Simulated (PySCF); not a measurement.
O2P2, SMILES o1p2op12. Geometry optimised at B3LYP-D3(BJ)/def2-SVP.

Computed equilibrium geometry at B3LYP-D3(BJ)/def2-SVP (PySCF confirms it by a frequency run) as Cartesian coordinates in Å, and its point group:
point group D2h.
```xyz
4

P      0.0000     0.0000     1.2608
P      0.0000     0.0000    -1.2608
O      0.0000    -1.1126     0.0000
O      0.0000     1.1126     0.0000
```
Charge 0, spin multiplicity 1.
